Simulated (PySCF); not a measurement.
Q: What does the PBE0-D3(BJ)/def2-SVP structure of `N(C1=C=CCCCCC1)(C)C` look like in three dimensions?

A: 
```xyz
28
C10H17N angstrom
C      3.7562    0.1449   -0.0501
N      2.5956    0.5513    0.7040
C      2.8768    1.4297    1.8077
C      1.4256    0.8296    0.0029
C      0.5975    1.8322    0.2808
C     -0.5513    2.4064    0.5568
C     -1.6412    1.6410    1.2707
C     -2.3124    0.6234    0.3396
C     -1.4061   -0.4740   -0.2365
C     -0.4826   -0.0935   -1.4142
C      1.0132   -0.1175   -1.1043
H      4.5049   -0.2884    0.6305
H      3.4947   -0.6276   -0.7854
H      4.2358    0.9857   -0.5947
H      2.0018    1.4875    2.4711
H      3.7281    1.0398    2.3850
H      3.1149    2.4638    1.4804
H     -0.7916    3.4070    0.1706
H     -1.2141    1.1060    2.1353
H     -2.4051    2.3302    1.6659
H     -3.1272    0.1363    0.9028
H     -2.8025    1.1587   -0.4936
H     -0.8020   -0.9047    0.5822
H     -2.0676   -1.2902   -0.5695
H     -0.7552    0.9021   -1.7994
H     -0.6511   -0.7922   -2.2498
H      1.2978   -1.1324   -0.7733
H      1.5833    0.0780   -2.0297
```

Orientation and origin are arbitrary. Atoms count from 1 in this order. N2 (nitrogen bonded to 3 C) is pyramidal (angles 118.0°, 115.4° and 114.6°, sum 347.9°, 0.29 Å off the plane of its three neighbours). Of the pairs four or more bonds apart, C11···H13 is among the closest relative to their van der Waals radii: 2.55 Å, 88 % of the sum of Bondi's values. The 3 C–N bonds span 1.392 Å (N2–C4, drawn single) to 1.442 Å (C1–N2, drawn single), a spread of 0.050 Å. The 8 C–C bonds span 1.314 Å (C5=C6, drawn double) to 1.544 Å (C9–C10, drawn single), a spread of 0.230 Å.

Bonds between heavy atoms (Å): C1–N2 1.442, N2–C3 1.438, N2–C4 1.392, C4=C5 1.330, C5=C6 1.314, C6–C7 1.511, C7–C8 1.534, C8–C9 1.535, C9–C10 1.544, C10–C11 1.528, C4–C11 1.514.

The calculation used PBE0-D3(BJ)/def2-SVP geometry optimisation, gas phase (PySCF 2.14.0).

Point group: C1 (no symmetry element, even within 0.4 Å). Stationary, but not proved a minimum. The numbers are those of one conformer (C5–C6–C7–C8 -74°, C6–C7–C8–C9 61°, C7–C8–C9–C10 -78°, C8–C9–C10–C11 113°).
